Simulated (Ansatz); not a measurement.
One change: `[BH2][AlH][O][SiH3]` becomes `[BH2][AlH][OH]`.

Ansatz, PBE0-D4/def2-TZVP geometries, multiplicity 1. Each molecule was computed in one conformer, which needn't be the lowest.

| property | `[BH2][AlH][O][SiH3]` |
| --- | --- |
| HOMO–LUMO gap (B3LYP/def2-TZVPP) / eV | 4.60 |
| ideal-gas entropy at 298 K and 1 bar (rigid rotor, harmonic PBE0-D4/def2-TZVP) / J/(mol·K) | 386 |
| HOMO–LUMO gap (PBE0/def2-TZVPP) / eV | 4.97 |
| zero-point energy (PBE0-D4/def2-TZVP) / kJ/mol | 146.0 |
| size of the dipole moment (PBE/def2-TZVPP) / D | 0.80 |
| HOMO energy (PBE0/def2-TZVPP) / eV | -7.48 |

(1) Give the same properties after the change, and the shifts. (Best estimate.)

Results:

(1) Computed: 
```tsv
property	`[BH2][AlH][OH]`	shift
HOMO–LUMO gap (B3LYP/def2-TZVPP) / eV	4.76	0.16
ideal-gas entropy at 298 K and 1 bar (rigid rotor, harmonic PBE0-D4/def2-TZVP) / J/(mol·K)	298	-88
HOMO–LUMO gap (PBE0/def2-TZVPP) / eV	5.14	0.17
zero-point energy (PBE0-D4/def2-TZVP) / kJ/mol	104.0	-42.0
size of the dipole moment (PBE/def2-TZVPP) / D	0.72	-0.08
HOMO energy (PBE0/def2-TZVPP) / eV	-7.50	-0.02
```

The zero-point energy changes by -42.0 kJ/mol with -9 modes. Dipoles are sizes alone; their direction can turn. Modes under 60 cm⁻¹, often nearly free rotors, make the harmonic entropy too high.

B3LYP here is the variant with VWN-RPA as its local correlation; programs differ in this.
